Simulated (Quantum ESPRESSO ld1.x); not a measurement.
The numbers below are computed, except where a source is named.
Problem. The mean radii <r> (bohr) of the occupied orbitals of an atom or ion are listed with their occupations. Code: ld1.x of Quantum ESPRESSO 7.5. Model: scalar-relativistic Kohn-Sham, LDA (Slater exchange, Perdew-Zunger correlation), spin-polarised, spherical densities, point nucleus, Perdew-Zunger self-interaction correction.

| orbital | occ. | <r> |
|---|---|---|
| 1s up | 1 | 0.01772 |
| 1s down | 1 | 0.01772 |
| 2s up | 1 | 0.07494 |
| 2s down | 1 | 0.07494 |
| 2p up | 3 | 0.06723 |
| 2p down | 3 | 0.06723 |
| 3s up | 1 | 0.1941 |
| 3s down | 1 | 0.1941 |
| 3p up | 3 | 0.1947 |
| 3p down | 3 | 0.1947 |
| 3d up | 5 | 0.1761 |
| 3d down | 5 | 0.1761 |
| 4s up | 1 | 0.4325 |
| 4s down | 1 | 0.4325 |
| 4p up | 3 | 0.4603 |
| 4p down | 3 | 0.4602 |
| 4d up | 5 | 0.4899 |
| 4d down | 5 | 0.4896 |
| 5s up | 1 | 1.008 |
| 5s down | 1 | 1.002 |
| 4f up | 7 | 0.5548 |
| 4f down | 7 | 0.5517 |
| 5p up | 3 | 1.169 |
| 5p down | 3 | 1.163 |
| 5d up | 5 | 1.685 |
| 6s up | 1 | 2.662 |
| 6s down | 1 | 2.788 |

Name the element and its charge.

Solution. Z = 76, osmium, charge +1: Os+ in [Xe] 4f14 5d(up 5, down 0) 6s2. The 1s radius gives Z: for a bare nucleus <r> = (2 gamma + 1)/(2Z) with gamma = sqrt(1 - (Z/c)^2), 0.01753 bohr for Z = 76, and screening makes it slightly larger (0.01772 here). The occupations add up to 75, and the charge is Z minus that.
